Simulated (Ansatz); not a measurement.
System: AlP, charge 0, triplet. AlP (SMILES [P]=[Al], triplet).
B3LYP-D3(BJ)/def2-TZVP minimum from Ansatz (a program for electronic structure):
```xyz
2

Al     0.0000     0.0000    -1.1909
P      0.0000     0.0000     1.0321
```
Charge 0, spin multiplicity 3.

Total energies in cc-pV(D+d)Z, 8 correlated electrons, 10 frozen orbitals. Radicals and triplets start from unrestricted determinants; spin-orbit coupling is neglected. Cores are frozen in correlated methods. No relativity. The UHF reference of AlP ([Al]=[P], triplet) is spin-contaminated (<S^2> up to 0.08 over the pure value in the sets run). The determinant of AlP ([Al]=[P], triplet) is a saddle point of the SCF energy; a lower one exists, which strains HF and MP2.

| method | program | energy (Eh) | minus CCSDTQ (mEh) |
|---|---|---|---|
| HF | Ansatz | -582.60391 | 170.70 |
| MP2 | Ansatz | -582.73424 | 40.37 |
| CCSD | Ansatz | -582.76383 | 10.79 |
| CCSD(T) | Ansatz | -582.77194 | 2.68 |
| CCSDT(Q) | Ansatz | -582.77472 | -0.11 |
| CCSDTQ | Ansatz | -582.77461 | 0.00 |

Rough core times of Ansatz's runs on a shared machine: CCSD(T) 70 s, CCSDT(Q) 2 min, CCSDTQ 20 min.
